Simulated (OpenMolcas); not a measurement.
**Nd3+: moving or changing the point charges**

Nd3+ among 6 point charges of -1 e arranged as a trigonal antiprism (D3d), 2.22 Å from the ion, with a polar angle of 59.7° against the regular 54.74°.
```
   0.0000    1.9160    1.1213  -1.00
  -1.6593   -0.9580    1.1213  -1.00
   1.6593   -0.9580    1.1213  -1.00
   0.0000   -1.9160   -1.1213  -1.00
   1.6593    0.9580   -1.1213  -1.00
  -1.6593    0.9580   -1.1213  -1.00
```

```json
{
 "Program": "OpenMolcas",
 "Method": "CASSCF",
 "Basis": "ANO-RCC-VTZP [8s7p5d3f2g1h]",
 "Scalar Hamiltonian": "DKH2, point nucleus",
 "Active space": "3 electrons in 7 orbitals (4f)",
 "State averaging": "2S+1 = 4 odd, 35 roots; 2S+1 = 2 odd, 89 roots kept (CI in the orbitals of an earlier block)",
 "Spin-orbit coupling": "RASSI with atomic mean-field integrals over the reference wave functions"
}
```

Runs around this geometry, states (labels of D3, the rotations of D3d). Energies in cm-1 above the lowest state or level, χT in cm3 K/mol.

```json
{"R (Å)": "2.22", "q (e)": "-0.5", "Ground state": "2S+1 = 4", "First state of that spin": "4E 11.7", "First gap with spin-orbit (degeneracies)": "13.5 (2, 2)", "Width of lowest J": "172", "χT at 300 K": "1.693"}
{"R (Å)": "2.22", "q (e)": "-1", "Ground state": "4A1", "First state of that spin": "4A2 5.0", "First gap with spin-orbit (degeneracies)": "27.1 (2, 2)", "Width of lowest J": "348", "χT at 300 K": "1.667"}
{"R (Å)": "2.4", "q (e)": "-1", "Ground state": "4A1", "First state of that spin": "4A2 14.0", "First gap with spin-orbit (degeneracies)": "20.0 (2, 2)", "Width of lowest J": "261", "χT at 300 K": "1.685"}
{"R (Å)": "2.65", "q (e)": "-1", "Ground state": "4A1", "First state of that spin": "4E 8.9", "First gap with spin-orbit (degeneracies)": "13.5 (2, 2)", "Width of lowest J": "183", "χT at 300 K": "1.696"}
```

Taking the width of the lowest J multiplet as R^-n, n = -ln(183 / 348) / ln(2.65 / 2.22) = 3.6 between the shortest and longest distance.

Scaling the charges by -0.5 / -1 = 0.50 scales the width of the lowest J multiplet by 172 / 348 = 0.49; with fixed orbitals a first-order splitting would follow the charge.

High states are left out of the spin-orbit mixing, which shifts the levels that they would mix with. Point charges carry no covalency, so the field is a model and not that of real ligands. An unlabelled pair can be two single states that coincide in this model. No measured value stands beside these numbers.

A state without a sure symmetry label is named by its multiplicity alone.
